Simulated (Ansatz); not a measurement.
`[GeH3][S]S[AsH2]` + H₂O → `O[AsH2]` + `S[S][GeH3]` at 400 K and 1 bar (formal hydrolysis of the As–S bond).

Program: Ansatz. Geometries: PBE0-D4/def2-TZVP. ΔE: electronic, gas phase. CCSD(T)/CBS adds triple-zeta CCSD(T) − MP2 to the extrapolated MP2 energy (def2 sets, frozen cores). This one scheme is used for every species. For As, Ge outer-core shells are correlated without core-valence functions, which leaves a few kJ/mol of doubt a bond. Scalar relativity is left out up to krypton. One conformer a species, not always the lowest.

| species | CCSD(T)/CBS energy (Eh) | H − E (kJ/mol) | S (J/(mol·K)) |
| --- | --- | --- | --- |
| `[GeH3][S]S[AsH2]` | -5109.69255 | 148.9 | 433.0 |
| H₂O | -76.37941 | 69.8 | 198.6 |
| `O[AsH2]` | -2311.97217 | 94.9 | 282.5 |
| `S[S][GeH3]` | -2874.07545 | 117.9 | 355.7 |

H − E and S are ideal-gas, rigid-rotor, harmonic terms from PBE0-D4/def2-TZVP, for one conformer and one mirror image of each species. 1 Eh = 2625.50 kJ/mol, R = 8.31446 J/(mol·K).

Task: By hand: ΔE, ΔH, ΔS and ΔG.

Result: ΔE = (-2311.97217) + (-2874.07545) − (-5109.69255) − (-76.37941) = 0.02434 Eh = 63.9 kJ/mol. Δ(H − E) = 94.9 + 117.9 − 148.9 − 69.8 = -5.9, so ΔH = 58.0 kJ/mol. ΔS = 282.5 + 355.7 − 433.0 − 198.6 = 6.6 J/(mol·K). ΔG = 58.0 − 400 × (6.6)/1000 = 55.4 kJ/mol.

Task: By hand: the equilibrium constant, and the temperature at which ΔG would vanish if ΔH and ΔS stayed fixed.

Result: log₁₀ K = −ΔG/(RT ln 10) = -7.2. ΔG = 0 at ΔH/ΔS = 8788 K, far beyond where these terms or the molecules hold.

The number of gas molecules stays the same, so ΔS is small and ΔH decides. A doubt of 5 kJ/mol in ΔE shifts log₁₀ K by 0.7 here. Other conformers and mirror images would add mixing entropy, several J/(mol·K) or more a flexible species. Modes under 60 cm⁻¹, often nearly free rotors, make the harmonic entropy too high. These are equilibria of isolated gas molecules and say nothing of rates. Largest T1 diagnostic: 0.013 (customary marks: 0.02 for closed shells, 0.045 for open ones).
